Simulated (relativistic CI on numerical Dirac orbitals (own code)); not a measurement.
**The spin-orbit constant of Ni III from its measured fine structure**

Problem. The ground term ³F of Ni III (3p⁶3d⁸) has the measured levels J = 2: 2269.6, J = 3: 1360.7, J = 4: 0.0 cm⁻¹ (Corliss and Sugar, J. Phys. Chem. Ref. Data 10, 197 (1981)). Test the interval rule and estimate ζ(3d).

Working.
1. In LS coupling E(J) − E(J − 1) = AJ. The intervals give A = -303.0 (J = 3), -340.2 (J = 4) cm⁻¹.
2. These values spread by 11 % of their mean, from second-order spin-orbit mixing with other terms and from spin-spin terms.
3. The whole width divided by the sum of the upper J values gives a mean A = -324.2 cm⁻¹.
4. For the Hund term of a shell that is more than half full, A = −ζ/2S with 2S = 2, so ζ = 648 cm⁻¹.

Check. The value calculated from Dirac-Coulomb-Breit radial functions of this configuration is ζ = 644 cm⁻¹, 1 % below the estimate from measurement. The same recipe applied to the calculated levels returns 620 cm⁻¹, which shows the bias of the recipe itself. Where the interval rule fails, the estimate is only rough.
